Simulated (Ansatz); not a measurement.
One change: `NC[SiH](O)F` becomes `C[SiH](F)CN`.

Ansatz, PBE0-D4/def2-TZVP geometries, multiplicity 1. Each molecule was computed in one conformer, which needn't be the lowest.

```tsv
property	`NC[SiH](O)F`
LUMO energy (PBE/def2-TZVPP) / eV	-0.51
HOMO–LUMO gap (PBE0/def2-TZVPP) / eV	7.87
HOMO–LUMO gap (B3LYP/def2-TZVPP) / eV	7.32
size of the dipole moment (ωB97M-V/def2-TZVPP) / D	3.75
LUMO energy (B3LYP/def2-TZVPP) / eV	0.01
HOMO energy (ωB97M-V/def2-TZVPP) / eV	-9.90
```

(1) What does the change do to each property? (Best estimate.)

Results:

(1) Computed: 
```
                                          property  `C[SiH](F)CN`  shift
                 LUMO energy (PBE/def2-TZVPP) / eV          -0.24   0.27
              HOMO–LUMO gap (PBE0/def2-TZVPP) / eV           7.66  -0.21
             HOMO–LUMO gap (B3LYP/def2-TZVPP) / eV           7.14  -0.18
size of the dipole moment (ωB97M-V/def2-TZVPP) / D           1.79  -1.96
               LUMO energy (B3LYP/def2-TZVPP) / eV           0.33   0.32
             HOMO energy (ωB97M-V/def2-TZVPP) / eV          -9.43   0.47
```

With PBE0 the HOMO rises by 0.50 eV and the LUMO rises by 0.30 eV, so the gap narrows by about 0.20 eV. PBE moves the HOMO by 0.50 eV and ωB97M-V by 0.47 eV. Dipoles are sizes alone; their direction can turn.

Positive LUMOs are unbound, so they and the gaps depend on the basis.

B3LYP here is the variant with VWN-RPA as its local correlation; programs differ in this.
